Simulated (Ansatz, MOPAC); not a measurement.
H4SeSi (SMILES [SiH3][SeH]) and HF (SMILES F) are pulled apart as rigid monomers along the line of their centres of mass, from the B3LYP-D3(BJ)/def2-TZVP minimum. Starting geometry (charge 0, multiplicity 1):
```xyz
8

Si     0.614    -1.355     0.860
Se    -0.473     0.684     0.987
H      0.050    -2.160    -0.243
H      2.017    -0.996     0.580
H      0.489    -2.078     2.140
H     -1.752     0.080     1.397
F      0.853     0.720     3.988
H      0.402     0.830     3.171
```

Interaction energies with rigid monomers; basis-set methods are counterpoise corrected unless marked otherwise.

Cores are frozen in the correlated methods. Filled d and f shells under p-block atoms count as core. The state reached by PM7 isn't checked; PM7 holds dispersion and hydrogen-bond terms.

Programs: Ansatz (Gaussian orbitals); MOPAC for PM7 (differences of heats of formation). 

```json
[
 {"Se2···H8 (Å)": "2.12", "PM7 (kcal/mol)": "0.98", "B3LYP/def2-TZVPPD (kcal/mol)": "-3.48", "wB97X-V/def2-TZVPPD (kcal/mol)": "-4.58", "wB97M-V/def2-TZVPPD (kcal/mol)": "-4.35", "SCS-MP2/def2-TZVPPD (kcal/mol)": "-2.27"},
 {"Se2···H8 (Å)": "2.36", "PM7 (kcal/mol)": "-0.73", "B3LYP/def2-TZVPPD (kcal/mol)": "-4.74", "wB97X-V/def2-TZVPPD (kcal/mol)": "-5.66", "wB97M-V/def2-TZVPPD (kcal/mol)": "-5.52", "SCS-MP2/def2-TZVPPD (kcal/mol)": "-4.03"},
 {"Se2···H8 (Å)": "2.71", "PM7 (kcal/mol)": "-1.10", "B3LYP/def2-TZVPPD (kcal/mol)": "-4.13", "wB97X-V/def2-TZVPPD (kcal/mol)": "-4.84", "wB97M-V/def2-TZVPPD (kcal/mol)": "-4.76", "SCS-MP2/def2-TZVPPD (kcal/mol)": "-3.89"},
 {"Se2···H8 (Å)": "3.29", "PM7 (kcal/mol)": "-0.79", "B3LYP/def2-TZVPPD (kcal/mol)": "-2.27", "wB97X-V/def2-TZVPPD (kcal/mol)": "-2.73", "wB97M-V/def2-TZVPPD (kcal/mol)": "…", "SCS-MP2/def2-TZVPPD (kcal/mol)": "-2.36"},
 {"Se2···H8 (Å)": "4.23", "PM7 (kcal/mol)": "-0.39", "B3LYP/def2-TZVPPD (kcal/mol)": "-0.82", "wB97X-V/def2-TZVPPD (kcal/mol)": "…", "wB97M-V/def2-TZVPPD (kcal/mol)": "-1.02", "SCS-MP2/def2-TZVPPD (kcal/mol)": "-0.94"}
]
```

Question: What belongs in the gaps?

Answer: 
- 4.23, wB97X-V/def2-TZVPPD (kcal/mol): -1.01
- 3.29, wB97M-V/def2-TZVPPD (kcal/mol): -2.68

Ansatz is a first-principles code.
